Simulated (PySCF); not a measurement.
PySCF job for C₂H₆BNO, SMILES C1B(OC1)N, IEF-PCM-PBE0/def2-SVP. The structure is a stationary point at B3LYP-D3(BJ)/def2-SVP. The structure was generated by enumeration, and PubChem lists no compound with its InChIKey, so it may never have been made. The values are those of a single conformer.

```python
import numpy as np
from pyscf import gto, scf, dft
from pyscf.solvent import pcm

mol = gto.M(
    atom='''
    N     0.04866816   -1.92196828   -0.00000000
    B     0.04315973   -0.52457377   -0.00000000
    C     1.10117688    0.66894516    0.00000000
    C    -0.21974140    1.47425790   -0.00000000
    O    -1.07282729    0.29762425   -0.00000000
    H     0.89759577   -2.47045071    0.00000000
    H    -0.80552141   -2.46701874   -0.00000000
    H     1.72478252    0.79883758   -0.89667676
    H     1.72478252    0.79883758    0.89667676
    H    -0.40205485    2.08811432   -0.89811978
    H    -0.40205485    2.08811432    0.89811978
    ''',
    basis='def2-SVP',
    charge=0,
    spin=0,
    max_memory=1600,
    verbose=3,
)
mf = dft.RKS(mol, xc='pbe0').density_fit(auxbasis='def2-universal-jkfit')
mf.grids.level = 3
mf.conv_tol = 1e-9
mf.max_cycle = 100
mf.kernel()
res = {}
for name, eps in {'water': 78.355, 'acetonitrile': 35.688, 'diethylether': 4.24}.items():
    s = mf.PCM()
    s.with_solvent.method, s.with_solvent.eps, s.with_solvent.lebedev_order = 'IEF-PCM', eps, 29
    s.kernel(mf.make_rdm1())
    res[name] = (s.e_tot, eps, s.dip_moment(), s.mo_energy, s.converged)
    print(f'{name}: electrostatic solvation free energy {(s.e_tot - mf.e_tot) * 627.509474:.3f} kcal/mol')
```

Output:

```
converged SCF energy = -234.273889652597

WARN: PCM is an experimental feature. It is still in testing.
Features and APIs may be changed in the future.

converged SCF energy = -234.281721759158
Dipole moment(X, Y, Z, Debye):  1.73042, -1.25068,  0.00000
water: electrostatic solvation free energy -4.915 kcal/mol

WARN: PCM is an experimental feature. It is still in testing.
Features and APIs may be changed in the future.

converged SCF energy = -234.281530446583
Dipole moment(X, Y, Z, Debye):  1.72118, -1.24688,  0.00000
acetonitrile: electrostatic solvation free energy -4.795 kcal/mol

WARN: PCM is an experimental feature. It is still in testing.
Features and APIs may be changed in the future.

converged SCF energy = -234.279235530917
Dipole moment(X, Y, Z, Debye):  1.61438, -1.19818,  0.00000
diethylether: electrostatic solvation free energy -3.355 kcal/mol
```

The calculation finished and met its thresholds.
